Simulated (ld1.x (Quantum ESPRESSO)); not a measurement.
# An all-electron radial function and its pseudo partner (Ni)

Columns: radius, all-electron u(r) and pseudo u(r) of the 4p shell (level -1.23 eV) of nickel in the configuration [Ar] 3d8 4s2 4p0; PBE, scalar-relativistic, TM scheme, ld1.x (Quantum ESPRESSO) 7.5.

```tsv
r (bohr)	all-electron	pseudo
0.178	0.0787	0.0046
0.355	-0.0843	0.0179
0.533	-0.1641	0.0398
0.710	-0.1373	0.0690
0.888	-0.0592	0.1047
1.065	0.0324	0.1452
1.243	0.1211	0.1893
1.420	0.1995	0.2348
1.598	0.2668	0.2803
1.775	0.3225	0.3236
1.953	0.3683	0.3636
2.130	0.4047	0.3985
2.308	0.4331	0.4278
2.485	0.4544	0.4508
2.662	0.4696	0.4676
2.840	0.4796	0.4787
3.018	0.4849	0.4847
3.195	0.4864	0.4863
3.373	0.4846	0.4846
3.550	0.4803	0.4803
3.728	0.4737	0.4737
3.905	0.4654	0.4654
4.083	0.4558	0.4558
4.260	0.4451	0.4451
4.438	0.4335	0.4335
4.615	0.4214	0.4214
```

Question: How many radial nodes do the two functions have?

Answer: The all-electron 4p function has n − l − 1 = 2; the pseudo-wave has 0, since the states of the same l below it are removed with the core.

Question: At about which radius was the pseudo-wave matched?

Answer: 3.55 bohr. The columns agree to 0.0005 from 3.02 bohr on; several derivatives are matched, so the curves merge somewhat inside the radius.

Question: Where does each function peak?

Answer: Outermost all-electron maximum near 3.19 bohr, pseudo maximum near 3.19 bohr (to the table’s step).

Question: Is the pseudo-wave norm-conserving?

Answer: Yes: the TM scheme keeps the norm inside the radius equal to the all-electron one, which fixes the energy derivative of the logarithmic derivative at the level.
